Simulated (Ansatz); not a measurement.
`CO[SiH](F)OC` + `C#N` → `CO[SiH](C#N)OC` + H–F  (formal exchange of groups at the Si–F bond)

Gas-phase electronic energies from Ansatz, PBE0-D4/def2-TZVP geometries. CCSD(T)/CBS adds triple-zeta CCSD(T) − MP2 to the extrapolated MP2 energy (def2 sets, frozen cores). This one scheme is used for every species. One conformer a species, not always the lowest.

```
         species  MP2/CBS(def2) energy (Eh)
  `CO[SiH](F)OC`                 -619.60357
           `C#N`                  -93.29871
`CO[SiH](C#N)OC`                 -612.47111
             H–F                 -100.38702
```

**Question.** Work out ΔE.

**Answer.** ΔE = (-612.47111) + (-100.38702) − (-619.60357) − (-93.29871) = 0.04415 Eh = +115.9 kJ/mol. CCSD(T)/CBS gives +119.4 kJ/mol.

Largest T1 diagnostic among the species: 0.014.

In def2-TZVPP, CCSD(T) changes the Hartree–Fock value by −16.7 kJ/mol (the triples alone add −3.2 kJ/mol) and MP2 by −20.1 kJ/mol. The D4 term adds −5.5 kJ/mol with B3LYP and −3.3 kJ/mol with PBE0; it sums over pairs of atoms, weighted by their polarisabilities, and B3LYP, whose exchange is more repulsive, gets the larger term.

B3LYP here is the variant with VWN-RPA as its local correlation; programs differ in this.
